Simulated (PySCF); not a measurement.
Coordinates in bohr (charge 0 multiplicity 1):
```
W     0.0000   -0.0612    0.0000
O     0.0000   -3.2640    0.0000
F     3.4125    0.8487    0.0000
F    -3.4125    0.8487    0.0000
F     0.0000    0.8487   -3.4125
F     0.0000    0.8487    3.4125
```

These are results of PBE/[W def2-TZVP with ECP60, O def2-TZVP, F def2-TZVP], scalar-relativistic core potentials, density fitting, no spin–orbit coupling, PySCF, not measurements.

This geometry of WOF₄ is a stationary point at this level.

Question: What is the point group?

Answer: C4v.

Question: Is it a minimum?

Answer: Yes: all harmonic wavenumbers are real.

Question: What are the dipole moment and the gap between the highest occupied and lowest empty levels?

Answer: 0.48 D and 4.88 eV.

Question: Give the atomic charges and bond orders.

Answer: 
| atom | Mulliken | Löwdin | polar tensor | Mayer order to W1 |
| --- | --- | --- | --- | --- |
| W1 | 1.53 | 0.86 | 2.99 | – |
| O2 | -0.34 | -0.19 | -0.55 | 2.15 |
| F3,4,5,6 | -0.30 | -0.17 | -0.61 | 1.05 |

Question: Give the ideal-gas entropy at 298.15 K and 1 bar by parts.

Answer: translation 178.9, rotation 103.4, vibration 62.1, spin 0.0; total 344.4 J/(mol K).

Only a few start shapes were tried, so a lower isomer may exist. With an element this heavy the missing spin–orbit coupling can shift these numbers.
